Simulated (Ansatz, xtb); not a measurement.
**CH2GeTe: which of two structures lies lower**

Structure X is a singlet given by its coordinates and structure Y is `[CH2]=[Ge]=[Te]`, a singlet. Both are isolated molecules in the gas phase, relaxed with PBE0-D3(BJ)/def2-SVP.

X (Å):

```yaml
atoms:
  - { symbol: C, position_ang: [-0.5245, -1.2550, 1.4695] }
  - { symbol: Ge, position_ang: [1.3484, -0.5821, 1.6335] }
  - { symbol: Te, position_ang: [-0.0826, -0.1840, -0.4004] }
  - { symbol: H, position_ang: [-1.3212, -0.7768, 2.0523] }
  - { symbol: H, position_ang: [-0.6997, -2.3262, 1.3119] }
```

Close contacts (Å): C1–Ge2 2.00, C1–Te3 2.20, Ge2–Te3 2.52, C1–H4 1.10, C1–H5 1.10.

Y (Å):

```xyz
5

C    -1.0189   -1.5215    0.9331
Ge    0.4043   -0.6193    1.4455
Te    2.2768    0.5770    2.1505
H    -1.8794   -0.9895    0.5215
H    -1.0260   -2.6111    1.0057
```

Quicker runs give these differences E(Y) − E(X): GFN2-xTB +27.0 kcal/mol; HF/STO-3G +48.3 kcal/mol (at GFN2-xTB geometries); r2SCAN-D4/def2-SVP +23.3 kcal/mol (at GFN2-xTB geometries).

Problem. Estimate E(Y) − E(X) at the level CCSD(T)/def2-TZVPP.

Solution. Calculated at CCSD(T)/def2-TZVPP: E(Y) − E(X) = +21.6 kcal/mol, so structure X lies lower.

The same difference at several levels:

```
               level              geometry  E(Y) − E(X) (kcal/mol)  departure from the last row (kcal/mol)  job, with rough time for the two
            GFN2-xTB              GFN2-xTB                     +27.0                                    +5.4              optimisation, 0.25 s
           HF/STO-3G              GFN2-xTB                     +48.3                                   +26.6              single point, 0.96 s
  r2SCAN-D4/def2-SVP              GFN2-xTB                     +23.3                                    +1.7                 single point, 3 s
PBE0-D3(BJ)/def2-SVP  PBE0-D3(BJ)/def2-SVP                     +23.6                                    +2.0                optimisation, 27 s
       HF/def2-TZVPP  PBE0-D3(BJ)/def2-SVP                     +21.2                                    −0.4           part of the CCSD(T) run
      MP2/def2-TZVPP  PBE0-D3(BJ)/def2-SVP                     +21.1                                    −0.5           part of the CCSD(T) run
  CCSD(T)/def2-TZVPP  PBE0-D3(BJ)/def2-SVP                     +21.6                                                     single point, 2.1 min
```

The levels shown agree on the order. The largest departure from CCSD(T)/def2-TZVPP is that of HF/STO-3G, 26.6 kcal/mol.

With harmonic frequencies from PBE0-D3(BJ)/def2-SVP (ideal gas, rigid rotor, one conformer each, 298.15 K, 1 atm): on the last row, ΔE + ΔZPE = +19.9 kcal/mol. A mode under 50 cm⁻¹ makes harmonic enthalpies and free energies unreliable, so none is given.

The correlated steps freeze 14 core orbitals; the filled d shell of Ge and Te is correlated, in a basis made for valence electrons. Atoms past krypton carry core potentials in the def2 sets, other sets are all-electron and non-relativistic, and no spin–orbit term is included. Run with Ansatz 0.2.0, xtb 6.7.1; the last row on 2 threads of Arm Neoverse V1 on a shared host.
